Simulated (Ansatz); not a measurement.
System: C$_{3}$H$_{9}$BN, charge 0, multiplicity 2. It need not be the lowest isomer of its formula. 
Coordinates optimised at B3LYP-D3(BJ)/def2-TZVP (Ansatz, a quantum-chemistry and plane-wave program):
```
B
N 1 1.3513
C 2 1.3970 1 158.98
H 3 1.0954 2 112.54 1 118.13
H 3 1.0954 4 109.09 2 -125.65
H 3 1.1024 4 106.82 5 -115.11
C 1 1.5911 2 121.89 3 -180.00
H 7 1.0899 1 113.60 2 0.00
H 7 1.0941 8 108.28 1 122.48
H 7 1.0941 8 108.28 9 115.03
C 1 1.6032 2 118.68 3 0.00
H 11 1.0904 1 114.19 2 0.00
H 11 1.0938 12 108.28 1 -122.23
H 11 1.0938 12 108.28 13 -115.55
```
Charge 0, spin multiplicity 2.

Total electronic energies in hartree. Cores are frozen in the correlated levels unless marked. UHF or UKS for open shells. Spin-orbit coupling is left out. Non-relativistic. CBS marks a two-point X^-3 extrapolation of the correlation energy; Hartree-Fock from the larger set. The bracket is a focal-point correction in the basis named.

```tsv
level	program	energy (Eh)
HF/6-31G	Ansatz	-197.89988
PBE/def2-TZVPD	Ansatz	-199.11250
PBE-D3(BJ)/def2-TZVPD	Ansatz + dftd3	-199.12154
revPBE-D3(BJ)/def2-TZVPD	Ansatz + dftd3	-199.35719
PBE0/def2-TZVP	Ansatz	-199.14331
BHLYP/def2-TZVPD	Ansatz	-199.27384
r2SCAN0-D4/def2-TZVPD	Ansatz + dftd4	-199.25657
HSE06-D3(BJ)/def2-TZVPD	Ansatz + dftd3	-199.13729
HSE06-D4/def2-TZVPD	Ansatz + dftd4	-199.13819
SCS-MP2/STO-3G	Ansatz	-195.83398
CCSD/STO-3G	Ansatz	-195.88935
CCSD(T)/cc-pVDZ	Ansatz	-198.73358
CCSD(T)/cc-pVQZ	Ansatz	-199.00219
RI-MP2/CBS(cc-pVTZ,cc-pVQZ)+[CCSD(T)-MP2]/cc-pVDZ	Ansatz	-199.0452
CCSD(T)/CBS(cc-pVTZ,cc-pVQZ)	Ansatz	-199.0353
```

Totals of different functionals don't rank their quality; only differences between species are comparable.
